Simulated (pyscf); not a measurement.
## `[NH2-]`, singlet

Gas-phase minimum from PySCF at ωB97X-D3(BJ)/def2-SVPD, one conformer. 

```xyz
3

N      0.7952    -0.1281    -0.2562
H      1.5089     0.6052    -0.1587
H      0.6296    -0.3897     0.7239
```
Charge -1, spin multiplicity 1.

Bonds (Å): N1–H2 1.028, N1–H3 1.028. Bond angles (°): H2–N1–H3 101.7.

Properties at ωB97X-D3(BJ)/def2-SVPD:

```json
{
  "harmonic_wavenumbers_unscaled": "1515, 3406, 3462 cm⁻¹",
  "zero_point_energy": "12.0 kcal/mol",
  "rotational_symmetry_number": "2",
  "Entropy of this conformer at 298 K and 1 atm, rigid rotor and harmonic oscillator, modes under 100 cm⁻¹ raised to 100": "188.9 J/(mol K)",
  "dipole_moment": "depends on origin"
}
```

Single-point totals, which compare only within one level (frozen core for MP2 and CC):

```json
[
 {"level": "ωB97X-D3(BJ)/def2-TZVPD", "total energy (hartree)": "-55.93882"},
 {"level": "PBE/def2-TZVPD", "total energy (hartree)": "-55.85301"},
 {"level": "r²SCAN/def2-TZVPD", "total energy (hartree)": "-55.88442"},
 {"level": "B3LYP-D3(BJ)/def2-TZVPD", "total energy (hartree)": "-55.92758"},
 {"level": "PBE0-D3(BJ)/def2-TZVPD", "total energy (hartree)": "-55.85035"},
 {"level": "M06-2X/def2-TZVPD", "total energy (hartree)": "-55.88974"},
 {"level": "ωB97M-D3(BJ)/def2-TZVPD", "total energy (hartree)": "-55.93419"},
 {"level": "HF/def2-TZVPPD", "total energy (hartree)": "-55.54564"},
 {"level": "MP2/def2-TZVPPD", "total energy (hartree)": "-55.79923"},
 {"level": "CCSD/def2-TZVPPD", "total energy (hartree)": "-55.80385"},
 {"level": "CCSD(T)/def2-TZVPPD", "total energy (hartree)": "-55.81498"}
]
```

The CCSD(T) − MP2 part came from Ansatz, without density fitting, on the same reference.
